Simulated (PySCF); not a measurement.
Krypton: a sound run and one with changed settings

Sound run: Kr [Kr], Kr⁺ [Ar] 3d10 4s2 4p5. All numbers are calculated (PySCF 2.14, scalar relativity by spin-free X2C-1e, in cc-pVTZ-DK). In the sound run the correlated levels freeze [Ar] 3d10. The sound run starts from symmetry-adapted Hartree-Fock orbitals and uses a fine grid where one is needed.

A second run was set up differently.

```json
{"species": "Kr", "method": "MP2", "sound run (hartree)": "-2788.34432", "changed run (hartree)": "-2788.29709", "converged": "yes"}
{"species": "Kr", "method": "CCSD(T)", "sound run (hartree)": "-2788.36512", "changed run (hartree)": "-2788.30709", "converged": "yes"}
{"species": "Kr⁺", "method": "MP2", "sound run (hartree)": "-2787.83065", "changed run (hartree)": "-2787.77854", "converged": "yes"}
{"species": "Kr⁺", "method": "CCSD(T)", "sound run (hartree)": "-2787.85438", "changed run (hartree)": "-2787.78924", "converged": "yes"}
```

Ionisation energy of Kr:

```
 method  sound run (eV)  changed run (eV)
    UHF          13.051            13.051
    MP2          13.978            14.110
SCS-MP2          13.893            14.060
   CCSD          13.861            14.042
CCSD(T)          13.898            14.091
```

(1) What was changed?
A. too few SCF iterations
B. a valence shell is frozen
C. level shift left on
D. minimal basis

## Answers

(1) B. Freezing a valence shell removes pair correlation that changes on ionisation.
